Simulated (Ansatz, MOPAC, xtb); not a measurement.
Dimer: SiH4 (SMILES [SiH4]) (first 5 atoms) with C2H6O (SMILES CCO); geometry from B3LYP-D3(BJ)/def2-TZVP, rigid monomers moved along the line of their centres of mass till Si1···O8 is 4.24 Å.
(charge 0, multiplicity 1):
```
atom    x (Å)    y (Å)    z (Å)
----  -------  -------  -------
Si    -0.0535  -0.0674  -0.0831
H     -1.2349   0.1941   0.7671
H     -0.3987   0.3154  -1.4767
H      0.3081  -1.4990  -0.0665
H      1.0879   0.7688   0.3487
C      0.1797   1.3491   5.1102
C     -0.1923  -0.1171   4.9810
O      0.6173  -0.8111   4.0323
H     -0.4834   1.8527   5.8172
H      0.1052   1.8523   4.1456
H      1.2035   1.4627   5.4777
H     -0.1412  -0.6141   5.9571
H     -1.2136  -0.2214   4.6131
H      1.5425  -0.7047   4.2795
```

Monomers are frozen at their geometry in the pair; levels with a basis set take the counterpoise correction.

The state reached by PM6 isn't checked.

The values were computed with Ansatz (Gaussian orbitals); MOPAC for PM6 (differences of heats of formation); xtb for the GFN methods. Values without a source in brackets are computed.

**Question.** Estimate the interaction energy that PM6 returns for this input.

**Answer.** -0.4 kcal/mol

Ansatz is an electronic-structure program.
